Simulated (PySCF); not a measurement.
## Working with the constants of BeS

RHF-CCSD(T) constants of BeS, ¹Σ⁺ (singlet), closed shell (basis Be 6-311G(d,p), S 6-311G(d,p); no relativity; PySCF 2.14; masses 9.0122 and 31.9721 u):

- ωe: 986.0 cm⁻¹
- ωexe: 5.63 cm⁻¹
- Be: 0.77601 cm⁻¹
- αe: 0.00637 cm⁻¹
- D (centrifugal): 1.92e-06 cm⁻¹
- De to Be + S: 2.86 eV

Problem. Estimate the standard entropy (1 bar) and heat capacity of the ideal gas at 1500 K, rigid rotor with B0 and harmonic oscillator at the fundamental.

Solution. Translation (Sackur–Tetrode, M = 40.98 u): 188.7 J/(mol K). Rotation: q = kT/(σB0) = 1350 with σ = 1, 68.2. Vibration: x = hcν0/kT = 0.935, 9.17. S° = 266.2 J/(mol K); Cp = 7R/2 + 7.73 = 36.8 J/(mol K).

Correlated steps freeze 5 core orbitals. Where the molecule has an RHF reference, its open-shell atoms are computed with UHF. The CCSD T1 diagnostic is raised, a sign that a single reference may not be enough here.
